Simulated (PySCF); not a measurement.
FH₆NSi₂, SMILES N[SiH2][SiH2]F.

The structure is a stationary point at PBE-D3(BJ)/def2-SVP. This is a generated structure with no PubChem entry under its InChIKey; it may be hypothetical. The values are those of a single conformer.

Two levels are set side by side: TDA-PBE/def2-SVPD (PySCF) and TDA-PBE0/def2-SVPD (PySCF). Vertical, same geometry. The lowest singlet is HOMO→LUMO 97 % with PBE and HOMO→LUMO 97 % with the other functional; states are paired by order. Differences are taken from unrounded values.

```csv
quantity,TDA-PBE0
lowest singlet excitation (eV),5.34
lowest triplet excitation (TDA) (eV),4.70
first bright state (f over 0.05) (eV),7.15
its oscillator strength,0.12
```

**Question.** What does TDA-PBE give, and how far is it from TDA-PBE0? (The exact figures need the calculation; the answer reports its results.)

**Answer.** 
```csv
quantity,TDA-PBE,TDA-PBE minus TDA-PBE0
lowest singlet excitation (eV),4.70,-0.65
lowest triplet excitation (TDA) (eV),4.21,-0.49
first bright state (f over 0.05) (eV),6.46,-0.69
its oscillator strength,0.07,-0.05
```

Functionals without exact exchange tend to place singlet excitations lower, as here. Differences between two approximate levels are no errors against the true value.

Rough cost on one machine, each run with all the roots and properties that it gave: TDA-PBE0 against TDA-PBE about 2 times.
